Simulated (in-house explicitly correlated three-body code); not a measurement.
Computed with an exponentially correlated three-body code. Model: two electrons around a point charge, non-relativistic, variational in 260 exponentially correlated functions (energies converged to about 1e-7 hartree, or 1e-8 relative for large Z).

Relativity and QED, absent here, make up the difference from measurement.

Command:
```bash
python run_hyl.py task.json out
```
Settings (lengths in bohr, energies in hartree):
```
Z                      2
nuclear_mass           7294.299
interaction_strength   1
functions              260
states_tried           13
```

Cost of the run: 65 s on 1 thread of Arm Neoverse N1 (shared host).

**Those bound S and P states to n = 4 that converged, binding against the one-electron ion.**

Given: nuclear charge 2; mass of the centre 7294.3 electron masses.

Computed: one-electron threshold -1.99972585 hartree.

| term | energy (hartree) | binding (eV) | measured excitation (eV) | excitation minus measured (eV) |
| --- | --- | --- | --- | --- |
| 1 1S | -2.90330456 | 24.588 | - | - |
| 2 3S | ? | ? | ? | ? |
| 2 1S | -2.14567859 | 3.9716 | - | - |
| 2 3P | -2.13288064 | 3.6233 | 20.964 | 0.00019274 |
| 2 1P | -2.12354565 | 3.3693 | 21.218 | 0.00030068 |
| 3 3S | -2.06840524 | 1.8689 | 22.718 | 0.00029773 |
| 3 1S | -2.06098908 | 1.6671 | 22.92 | 0.00025181 |
| 3 3P | -2.05780149 | 1.5803 | 23.007 | 0.00023056 |
| 3 1P | ? | ? | ? | ? |
| 4 3S | -2.03623281 | 0.99341 | - | - |
| 4 1S | -2.03330765 | 0.91381 | - | - |
| 4 3P | -2.03204677 | 0.8795 | - | - |
| 4 1P | -2.03079033 | 0.84531 | 23.742 | 0.00025163 |

Problem. What belongs in the row 2 3S?

Solution. energy (hartree): -2.17493019; binding (eV): 4.7676; measured excitation (eV): 19.82; excitation minus measured (eV): 0.00046621.

Problem. What belongs in the row 3 1P?

Solution. energy (hartree): -2.05486266; binding (eV): 1.5003; measured excitation (eV): 23.087; excitation minus measured (eV): 0.0002602.

**Converged states only, values per electron or pair.**

| term | mean r (bohr) | mean r squared (bohr²) | mean inverse r (1/bohr) | mean r12 (bohr) | mean inverse r12 (1/bohr) | mean cosine | mean p1 dot p2 (bohr⁻²) | delta r1 (bohr⁻³) | delta r12 (bohr⁻³) |
| --- | --- | --- | --- | --- | --- | --- | --- | --- | --- |
| 1 1S | 0.92961 | 1.1938 | 1.6881 | 1.4222 | 0.9457 | -0.064156 | 0.1589 | 1.8097 | 0.10631 |
| 2 3S | 2.5508 | 11.468 | 1.1545 | 4.4481 | 0.26816 | -0.015819 | 0.0074243 | 1.3198 | - |
| 2 1S | ? | ? | ? | ? | ? | ? | ? | ? | ? |
| 2 3P | 2.6741 | 13.213 | 1.1331 | 4.7002 | 0.26663 | -0.036711 | -0.06461 | 1.2583 | - |
| 2 1P | 2.9113 | 15.772 | 1.123 | 5.1394 | 0.24497 | -0.0047591 | 0.045986 | 1.2739 | 0.00073447 |
| 3 3S | 5.8568 | 68.728 | 1.0635 | 11 | 0.1173 | -0.0042367 | 0.0018846 | 1.2845 | - |
| 3 1S | 6.5126 | 85.915 | 1.0584 | 12.306 | 0.1115 | -0.0043104 | 0.0026138 | 1.2826 | 0.0024329 |
| 3 3P | 6.3217 | 82.125 | 1.0579 | 11.932 | 0.11592 | -0.010414 | -0.018377 | 1.2686 | - |
| 3 1P | ? | ? | ? | ? | ? | ? | ? | ? | ? |
| 4 3S | 10.663 | 238.65 | 1.0344 | 20.595 | 0.065248 | -0.0016822 | 0.00073535 | 1.2773 | - |
| 4 1S | 11.554 | 281.51 | 1.0323 | 22.374 | 0.062748 | -0.0017918 | 0.0010634 | 1.2766 | 0.00099833 |
| 4 3P | 11.47 | 280 | 1.0321 | 22.21 | 0.064499 | -0.0042898 | -0.0075613 | 1.2709 | - |
| 4 1P | 11.95 | 304.18 | 1.0309 | 23.166 | 0.06185 | -0.00046436 | 0.0062451 | 1.2729 | 0.00011157 |

Problem. What belongs in the row 2 1S?

Solution. mean r (bohr): 2.9735; mean r squared (bohr²): 16.094; mean inverse r (1/bohr): 1.1353; mean r12 (bohr): 5.2705; mean inverse r12 (1/bohr): 0.24965; mean cosine: -0.014643; mean p1 dot p2 (bohr⁻²): 0.0094642; delta r1 (bohr⁻³): 1.3089; delta r12 (bohr⁻³): 0.008647.

Problem. What belongs in the row 3 1P?

Solution. mean r (bohr): 6.6807; mean r squared (bohr²): 91.905; mean inverse r (1/bohr): 1.0548; mean r12 (bohr): 12.64; mean inverse r12 (1/bohr): 0.10958; mean cosine: -0.0011701; mean p1 dot p2 (bohr⁻²): 0.01453; delta r1 (bohr⁻³): 1.2731; delta r12 (bohr⁻³): 0.00025175.
